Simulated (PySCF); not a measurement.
H6NSi2, SMILES N([SiH3])[SiH2], multiplicity 2. Atoms are numbered in the order given.

```xyz
9

Si     1.5335    -0.0142    -0.5570
N      0.1899     0.2636     0.5219
Si    -1.5083    -0.0391     0.2497
H      1.1685    -1.1706    -1.4381
H      2.7561    -0.3364     0.2548
H      0.4082     0.8337     1.3366
H     -2.1345    -0.6117     1.4809
H     -1.6078    -1.0116    -0.8762
H     -2.2732     1.1968    -0.1097
```
Charge 0, spin multiplicity 2.

Coordinates come from a PBE0-D3(BJ)/def2-SVP optimisation. The isomer is the one that the SMILES or the coordinates give; other isomers of the formula were not compared.

All values below come from PBE0/def2-TZVPD in PySCF.

Mulliken values depend strongly on the basis, most of all with diffuse functions as here. ESP charges are fitted to the potential on shells at 1.4 to 2.0 van der Waals radii. Atomic charges (e):

| atom | ESP fit | Mulliken | Mulliken spin |
|---|---|---|---|
| Si1 | … | -0.03 | 0.76 |
| N2 | -0.48 | -0.20 | 0.13 |
| Si3 | 0.32 | 0.07 | 0.00 |
| H4 | 0.03 | -0.01 | 0.05 |
| H5 | 0.00 | 0.00 | 0.07 |
| H6 | … | 0.23 | -0.01 |
| H7 | … | -0.02 | 0.01 |
| H8 | … | -0.03 | 0.00 |
| H9 | … | -0.02 | 0.00 |

### Question
Complete the blanks. (An estimate is asked for; the answer gives what the named calculation found.)

### Answer

- Si1, ESP fit: -0.02
- H6, ESP fit: 0.34
- H7, ESP fit: -0.08
- H8, ESP fit: -0.04
- H9, ESP fit: -0.08
